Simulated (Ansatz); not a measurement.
Start from `O=CCCl` and change one atom or group to get `[CH3][Zn][CH2]C=O`.

Ansatz, PBE0-D4/def2-TZVP geometries, multiplicity 1. Each molecule was computed in one conformer, which needn't be the lowest.

Scalar relativity is left out up to krypton.

| property | `O=CCCl` |
| --- | --- |
| size of the dipole moment (B3LYP/def2-TZVPP) / D | 1.43 |
| HOMO energy (ωB97M-V/def2-TZVPP) / eV | -10.36 |
| HOMO energy (PBE/def2-TZVPP) / eV | -6.39 |
| HOMO–LUMO gap (ωB97M-V/def2-TZVPP) / eV | 11.34 |
| HOMO–LUMO gap (B3LYP/def2-TZVPP) / eV | 6.11 |
| HOMO–LUMO gap (PBE0/def2-TZVPP) / eV | 6.62 |

Question: Give the same properties after the change, and the shifts. (An estimate is asked.)

Answer: The calculation gave: 
```tsv
property	`[CH3][Zn][CH2]C=O`	shift
size of the dipole moment (B3LYP/def2-TZVPP) / D	3.58	2.15
HOMO energy (ωB97M-V/def2-TZVPP) / eV	-9.31	1.05
HOMO energy (PBE/def2-TZVPP) / eV	-5.40	0.99
HOMO–LUMO gap (ωB97M-V/def2-TZVPP) / eV	10.11	-1.23
HOMO–LUMO gap (B3LYP/def2-TZVPP) / eV	5.69	-0.42
HOMO–LUMO gap (PBE0/def2-TZVPP) / eV	6.19	-0.43
```

With PBE0 the HOMO rises by 1.03 eV and the LUMO rises by 0.60 eV, so the gap narrows by about 0.43 eV. PBE moves the HOMO by 0.99 eV and ωB97M-V by 1.05 eV. Dipoles are sizes alone; their direction can turn.

B3LYP here is the variant with VWN-RPA as its local correlation; programs differ in this.
